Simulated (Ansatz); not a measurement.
Cost and result for the atomization energy of C$_{2}$H$_{5}$FOSi, SMILES `C[C@H]1O[Si@H]1F` (10 atoms, 10 bonds).

```xyz
10

C     0.144    1.052    0.894
C     0.347    0.306   -0.389
O     1.036   -1.030   -0.207
Si   -0.468   -1.239   -0.811
F    -1.566   -1.869    0.145
H    -0.398    0.457    1.631
H    -0.429    1.963    0.703
H     1.107    1.340    1.326
H     0.858    0.884   -1.159
H    -0.631   -1.864   -2.133
```

Charge 0, multiplicity 1. The structure was optimised at the PBE0-D4/def2-TZVP level. Program: Ansatz. All runs use 4 threads of an Arm Neoverse V1 on a shared host. Times are those of one run each, without the atoms' runs, and a repeat can differ threefold. Electronic energies, without spin–orbit coupling; frozen cores. CCSD(T)/CBS adds CCSD(T) − MP2 in def2-TZVPP to the MP2 limit, and its time is that of the two runs behind it. T1 = 0.013. B3LYP takes the VWN-RPA correlation (the form of Gaussian; ORCA's B3LYP/G).

CCSD(T)/CBS is a level of theory with its own doubt, some kJ/mol a heavy atom from the limit and from the frozen cores, so smaller differences don't rank the functionals.

```
                             level  functions  wall time  atomization (kcal/mol)  difference from CCSD(T)/CBS  per bond
   PBE-D4/def2-TZVPP (with forces)        236        2 s                   964.0                         17.5       1.8
                PBE0-D4/def2-TZVPP        236      2.4 s                   943.4                         -3.1      -0.3
 B3LYP-D4/def2-TZVPP (with forces)        236      3.6 s                   941.1                         -5.4      -0.5
r2SCAN-D4/def2-TZVPP (with forces)        236      3.9 s                   948.6                          2.1       0.2
                 B2PLYP/def2-TZVPP        236      4.5 s                   934.9                        -11.6      -1.2
                ωB97X-V/def2-TZVPP        236      6.5 s                   947.4                          0.9       0.1
  ωB97M-V/def2-TZVPP (with forces)        236        9 s                   947.3                          0.8       0.1
                    MP2/def2-QZVPP        448       18 s                   959.2                         12.7       1.3
                CCSD(T)/def2-TZVPP        236      110 s                   920.3                        -26.2      -2.6
                 CCSD(T)/CBS(def2)          –    2.2 min                   946.5                          0.0       0.0
```

In def2-TZVPP, CCSD(T) changes the Hartree–Fock value by +236.9 kcal/mol (the triples alone add +15.0 kcal/mol) and MP2 by +259.9 kcal/mol; breaking electron pairs costs correlation energy, which Hartree–Fock lacks. From PBE to PBE0 (25 % exact exchange), in def2-TZVPP and without D4, the atomization energy moves by −19.9 kcal/mol: exact exchange takes away binding that semilocal exchange gives to molecules. The D4 term adds +7.2 kcal/mol with B3LYP and +3.7 kcal/mol with PBE0; it sums over pairs of atoms, weighted by their polarisabilities, and B3LYP, whose exchange is more repulsive, gets the larger term.
